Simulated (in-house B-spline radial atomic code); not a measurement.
Response and correlation of Zn2+

Closed shell [Ar] 3d10. Computed with a B-spline radial code for spherical atoms: Dirac-Hartree-Fock, relativistic RPA (time-dependent Dirac-Hartree-Fock) for the response and second-order many-body perturbation theory for correlation, no-pair Dirac-Coulomb Hamiltonian, finite nucleus.

Command:
```bash
python run_mb.py task.json out
```
Settings (nuclear radius in fm, box in bohr, cutoff in hartree):
```
basis_form          2
Z                   30
core_configuration  [Ar] 3d10
rms_radius          3.9283
mass_number         64
speed_of_light      137.036
box_radius          18.686
lmax                7
intervals           65
virtual_cutoff      22500.0
```

Time taken, with all properties: 4.4 s on 1 thread of Intel(R) Xeon(R) 6975P-C (shared host).

```
multipole (bohr³, bohr⁵, bohr⁷)  uncoupled  coupled RPA
                         dipole     2.0544       2.2956
                     quadrupole     4.2103       6.5007
                       octupole     16.172            ?
```

Problem. What is the coupled octupole polarisability?

Solution. 22.145 atomic units, +37 % against the uncoupled value.

Problem. Which subshells carry the dipole polarisability?

Solution. 3d5/2 59.3 %, 3d3/2 38.3 %, 3p3/2 1.4 %.

Problem. What does the dipole shielding factor come to?

Solution. The dipole shielding factor is 0.933, against the exact N/Z = 28/30 = 0.933 of the non-relativistic theorem.

Dipole polarisability at imaginary frequency:

```json
{"u (Eh)": "0", "α(iu) (bohr³)": "2.296"}
{"u (Eh)": "0.26", "α(iu) (bohr³)": "2.169"}
{"u (Eh)": "0.779", "α(iu) (bohr³)": "1.631"}
{"u (Eh)": "1.56", "α(iu) (bohr³)": "1.078"}
{"u (Eh)": "2.6", "α(iu) (bohr³)": "0.6985"}
{"u (Eh)": "5.2", "α(iu) (bohr³)": "0.3204"}
{"u (Eh)": "10.4", "α(iu) (bohr³)": "0.1199"}
{"u (Eh)": "26", "α(iu) (bohr³)": "0.02639"}
```

Problem. What dispersion coefficients follow for two such ions (the dispersion part alone)?

Solution. C6 = (3/π)∫α(iu)²du = 6.002 hartree·bohr⁶ and C8 = 65.17 hartree·bohr⁸.

Lowest J = 1 odd-parity excitations:

| energy (eV) | oscillator strength | leading channel | weight |
| --- | --- | --- | --- |
| 18.526 | 0.00487 | 3d5/2 → p3/2 | 0.421 |
| 19.842 | 0.0214 | 3d3/2 → p3/2 | 0.568 |
| 19.916 | 0.461 | 3d3/2 → p1/2 | 0.563 |
| 30.581 | 0.0123 | 3d5/2 → p3/2 | 0.817 |
| 31.003 | 0.0357 | 3d3/2 → p3/2 | 0.509 |
| 31.137 | 0.00384 | 3d3/2 → p1/2 | 0.635 |
| 33.466 | 0.00921 | 3d5/2 → f5/2 | 0.679 |
| 33.526 | 0.0733 | 3d5/2 → f7/2 | 0.679 |

Second-order correlation energy by the highest angular momentum of the excited pair (hartree): s -0.02253, p -0.2027, d -0.6852, f -0.4218, g -0.1444, h -0.06179, i -0.02822, k -0.01436.

Problem. What is the second-order correlation energy at the partial-wave limit?

Solution. The listed waves sum to -1.581 hartree; extrapolating the increments as (l + 1/2)⁻⁴ gives -1.6103 hartree, -1.56 eV per electron.
